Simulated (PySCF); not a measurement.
SnOF, SMILES [O]=[Sn][F], multiplicity 2. Geometry: PBE-D3(BJ)/def2-TZVP. The def2 effective core potentials stand for the cores of Sn; spin–orbit coupling is left out.

All values below come from PBE-D3(BJ)/def2-TZVP (PySCF 2.14.0).

Harmonic wavenumbers (cm⁻¹): 129, 545, 580. Rotational constants (GHz): 17.04, 5.431, 4.119; symmetry number 1.

Task: Work out the zero-point energy and the ideal-gas rigid-rotor harmonic-oscillator thermochemistry at 298.15 K and 1 atm.

Result: ZPE = ½ Σ hcν = ½ × 1254 cm⁻¹ = 1.79 kcal/mol. H − E(el) = 4.82 kcal/mol. Entropy in cal/(mol K): translation 41.00, rotation 24.25, vibration 4.01, spin 1.38, total 70.63. G − E(el) = -16.24 kcal/mol. Cp = 12.10 cal/(mol K). Modes under 150 cm⁻¹ make the vibrational entropy uncertain.
